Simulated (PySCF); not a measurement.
A calculated (wB97M-V, PySCF 2.14, x2c-TZVPPall with one added diffuse shell each of s, p, d, f type, scalar relativity by spin-free X2C-1e) atom or ion has these occupied shells.

| shell | electrons | orbital energy (eV) | rms radius, mean of both spins (bohr) |
| --- | --- | --- | --- |
| 1s α | 1 | -27803.6 | 0.0340 |
| 1s β | 1 | -27803.6 | 0.0340 |
| 2s β | 1 | -4191.7 | 0.139 |
| 2s α | 1 | -4191.7 | 0.139 |
| 2p α | 3 | -3759.9 | 0.124 |
| 2p β | 3 | -3759.9 | 0.124 |
| 3s α | 1 | -808.30 | 0.372 |
| 3s β | 1 | -808.29 | 0.372 |
| 3p α | 3 | -665.75 | 0.373 |
| 3p β | 3 | -665.74 | 0.373 |
| 3d α | 5 | -444.85 | 0.353 |
| 3d β | 5 | -444.84 | 0.353 |
| 4s α | 1 | -128.50 | 0.903 |
| 4s β | 1 | -128.49 | 0.903 |
| 4p α | 3 | -85.706 | 0.988 |
| 4p β | 3 | -85.686 | 0.988 |
| 4d α | 5 | -23.616 | 1.29 |
| 4d β | 5 | -23.553 | 1.29 |
| 5s α | 1 | -11.580 | 2.84 |
| 5s β | 1 | -10.746 | 2.84 |
| 5p α | 1 | -5.272 | 3.99 |

Name the element and its charge.

In (indium, neutral), in [Kr] 4d10 5s2 5p1, 2P determinant.
